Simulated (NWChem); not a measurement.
System: Si2H5O2Cl; SMILES O[SiH](O)[SiH2]Cl

Output (shortened):

```
             Northwest Computational Chemistry Package (NWChem) 7.3.0
             --------------------------------------------------------

 C1  symmetry detected

                             Geometry "geometry" -> ""
                             -------------------------

 Output coordinates in angstroms (scale by  1.889725989 to convert to a.u.)

  No.       Tag          Charge          X              Y              Z
 ---- ---------------- ---------- -------------- -------------- --------------
    1 O                    8.0000     1.58516622     1.10581179     0.46478298
    2 Si                  14.0000    -0.05509617     1.32531839     0.32226342
    3 O                    8.0000    -0.53573037     1.90977745    -1.15820901
    4 Si                  14.0000    -0.99838944    -0.81880367     0.44829221
    5 Cl                  17.0000     0.50331385    -2.01446302    -0.40204501
    6 H                    1.0000     1.91331418     0.29382619     0.05774989
    7 H                    1.0000    -0.42144180     2.27099810     1.41255620
    8 H                    1.0000    -0.23744788     2.79296522    -1.39965553
    9 H                    1.0000    -2.25484722    -1.03239533    -0.32452121
   10 H                    1.0000    -1.20260102    -1.29544276     1.84826538

 Effective nuclear repulsion energy (a.u.)     365.4717710019

                                 NWChem DFT Module
                                 -----------------

 Summary of "ao basis" -> "ao basis" (spherical)
 ------------------------------------------------------------------------------
       Tag                 Description            Shells   Functions and Types
 ---------------- ------------------------------  ------  ---------------------
 O                           6-31g*                  6       14   3s2p1d
 Si                          6-31g*                  8       18   4s3p1d
 Cl                          6-31g*                  8       18   4s3p1d
 H                           6-31g*                  2        2   2s

            General Information
            -------------------
          SCF calculation type: DFT
          Wavefunction type:  closed shell.
          No. of atoms     :    10
          No. of electrons :    66
           Alpha electrons :    33
            Beta electrons :    33
          Charge           :     0
          Spin multiplicity:     1
          Use of symmetry is: off; symmetry adaption is: off
          Maximum number of iterations: 150
          AO basis - number of functions:    92
                     number of shells:    46
          Convergence on energy requested:  1.00D-06
          Convergence on density requested:  1.00D-05
          Convergence on gradient requested:  5.00D-04

              XC Information
              --------------
                       M06-2X Method XC Functional
                     Hartree-Fock (Exact) Exchange  0.540
                        M06-2X Exchange Functional  1.000
                      M06-2X Correlation Potential  1.000

             Grid Information
             ----------------
          Grid used for XC integration:  xfine
          Radial quadrature: Mura-Knowles
          Angular quadrature: Lebedev.
          Tag              B.-S. Rad. Rad. Pts. Rad. Cut. Ang. Pts.
          ---              ---------- --------- --------- ---------
          O                   0.60      100          11.0      1454
          Si                  1.10      125          11.0      1454
          Cl                  1.00      125          12.0      1454
          H                   0.35      100          12.0      1202
          Grid pruning is: on
          Number of quadrature shells:  1075
          Spatial weights used:  Erf1

      Superposition of Atomic Density Guess
      -------------------------------------

 Sum of atomic energies:       -1189.08506492

      Non-variational initial energy
      ------------------------------

 Total energy =   -1190.519111
 1-e energy   =   -2373.110357
 2-e energy   =     817.119475
 HOMO         =      -0.301533
 LUMO         =       0.009594

     ---------------------------------------------
      Total Density - Mulliken Population Analysis
     ---------------------------------------------

    Atom       Charge   Shell Charges
 -----------   ------   -------------------------------------------------------
    1 O    8     9.03   2.00  0.93  3.14  0.91  2.04  0.01
    2 Si  14    12.89   2.00  2.00  5.97  0.89  1.31  0.22  0.29  0.22
    3 O    8     9.03   2.00  0.93  3.14  0.91  2.04  0.01
    4 Si  14    13.54   2.00  2.00  5.97  0.99  1.59  0.35  0.52  0.12
    5 Cl  17    17.45   2.00  2.00  5.98  1.37  3.71  0.58  1.80  0.01
    6 H    1     0.45   0.35  0.10
    7 H    1     1.08   0.47  0.61
    8 H    1     0.45   0.35  0.09
    9 H    1     1.04   0.47  0.57
   10 H    1     1.05   0.47  0.58

   convergence    iter        energy       DeltaE   RMS-Dens  Diis-err
 ---------------- ----- ----------------- --------- --------- ---------
 d= 0,ls=0.0,diis     1  -1192.4650324272 -1.56D+03  1.31D-02  8.82D-01
 d= 0,ls=0.0,diis     2  -1192.4745145837 -9.48D-03  6.12D-03  9.78D-01
 d= 0,ls=0.0,diis     3  -1192.5701699406 -9.57D-02  8.33D-04  1.03D-02
 d= 0,ls=0.0,diis     4  -1192.5711252569 -9.55D-04  3.28D-04  8.31D-04
 d= 0,ls=0.0,diis     5  -1192.5712407609 -1.16D-04  8.11D-05  7.54D-05
  Resetting Diis
 d= 0,ls=0.0,diis     6  -1192.5712494570 -8.70D-06  2.54D-05  1.14D-05
 d= 0,ls=0.0,diis     7  -1192.5712505449 -1.09D-06  1.34D-05  8.49D-07
 d= 0,ls=0.0,diis     8  -1192.5712505451 -2.04D-10  6.41D-06  1.05D-06

         Total DFT energy =    -1192.571250545084
      One electron energy =    -2377.083181332468
           Coulomb energy =      908.231682165997
    Exchange-Corr. energy =      -89.191522380516
 Nuclear repulsion energy =      365.471771001904

 Numeric. integr. density =       66.000000112905

                       DFT Final Molecular Orbital Analysis
                       ------------------------------------

 Vector   31  Occ=2.000000D+00  E=-3.979610D-01
              MO Center=  4.0D-01,  7.9D-01, -3.2D-01, r^2= 4.4D+00
   Bfn.  Coefficient  Atom+Function         Bfn.  Coefficient  Atom+Function
  ----- ------------  ---------------      ----- ------------  ---------------
    35      0.367981   3 O  px                5      0.320603   1 O  pz
    39      0.285538   3 O  px                9      0.242854   1 O  pz
    72     -0.237643   5 Cl py               71     -0.224374   5 Cl px
     4     -0.201635   1 O  py                8     -0.159519   1 O  py
    36     -0.145310   3 O  py               76     -0.139536   5 Cl py

 Vector   32  Occ=2.000000D+00  E=-3.758976D-01
              MO Center= -1.4D-01, -1.7D+00, -6.4D-02, r^2= 3.0D+00
   Bfn.  Coefficient  Atom+Function         Bfn.  Coefficient  Atom+Function
  ----- ------------  ---------------      ----- ------------  ---------------
    73      0.556912   5 Cl pz               77      0.319690   5 Cl pz
    71      0.251681   5 Cl px               69     -0.215109   5 Cl pz
    92     -0.211296  10 H  s                90      0.205308   9 H  s
    55     -0.172871   4 Si pz               75      0.145806   5 Cl px
    89      0.145724   9 H  s                91     -0.144472  10 H  s

 Vector   33  Occ=2.000000D+00  E=-3.360847D-01
              MO Center= -2.9D-01, -6.1D-02,  3.2D-01, r^2= 4.1D+00
   Bfn.  Coefficient  Atom+Function         Bfn.  Coefficient  Atom+Function
  ----- ------------  ---------------      ----- ------------  ---------------
    54      0.342966   4 Si py               72     -0.323220   5 Cl py
    22     -0.308050   2 Si py               76     -0.211804   5 Cl py
    86     -0.207396   7 H  s                53      0.159969   4 Si px
    21     -0.148978   2 Si px                3      0.143744   1 O  px
    92     -0.138715  10 H  s                52      0.135680   4 Si s

 Vector   34  Occ=0.000000D+00  E= 2.770265D-03
              MO Center= -8.3D-01, -3.4D-01,  4.2D-01, r^2= 4.9D+00
   Bfn.  Coefficient  Atom+Function         Bfn.  Coefficient  Atom+Function
  ----- ------------  ---------------      ----- ------------  ---------------
    57      0.766487   4 Si px               74     -0.705880   5 Cl s
    56      0.557250   4 Si s                59     -0.473684   4 Si pz
    58     -0.431790   4 Si py               75      0.345756   5 Cl px
    76     -0.304856   5 Cl py               25      0.275208   2 Si px
    53      0.257976   4 Si px                6     -0.230427   1 O  s

[...]

                         DFT ENERGY GRADIENTS

    atom               coordinates                        gradient
                 x          y          z           x          y          z
   1 O       2.995530   2.089681   0.878312    0.006457  -0.003457  -0.001583
   2 Si     -0.104117   2.504489   0.608990   -0.001874  -0.000679   0.000385
   3 O      -1.012384   3.608956  -2.188698    0.000937   0.005277  -0.004911
   4 Si     -1.886682  -1.547315   0.847149    0.003297  -0.001631  -0.001450
   5 Cl      0.951125  -3.806783  -0.759755    0.001522  -0.000092  -0.000914
   6 H       3.615640   0.555251   0.109131   -0.002653   0.002405   0.001980
   7 H      -0.796410   4.291564   2.669344   -0.000884   0.002776   0.002924
   8 H      -0.448711   5.277939  -2.644965   -0.001586  -0.003524   0.001072
   9 H      -4.261043  -1.950944  -0.613256   -0.004166  -0.000237  -0.001917
  10 H      -2.272586  -2.448032   3.492715   -0.001050  -0.000839   0.004413
```

Level: M06-2X/6-31G* (spherical d). All runs use the structure optimised with PBE0/def2-SVP.

Question: Write an input that gives this output.

Answer: This is not unique; one that fits is the input that was run:
```
start job
memory heap 200 mb stack 900 mb global 1100 mb
geometry units angstroms noautoz
  O      1.413960     1.446168     0.578570
  Si    -0.215842     1.410985     0.260037
  O     -0.611226     1.819966    -1.302271
  Si    -0.857017    -0.836162     0.465390
  Cl     0.880445    -1.849656    -0.136144
  H      1.894749     0.666775     0.271868
  H     -0.826671     2.361313     1.230100
  H     -0.415524     2.719861    -1.583659
  H     -1.980332    -1.283193    -0.406318
  H     -1.142116    -1.245246     1.872579
end
basis spherical
  * library 6-31g*
end
dft
  xc m06-2x
  grid xfine
  iterations 150
  mulliken
end
task dft gradient
```
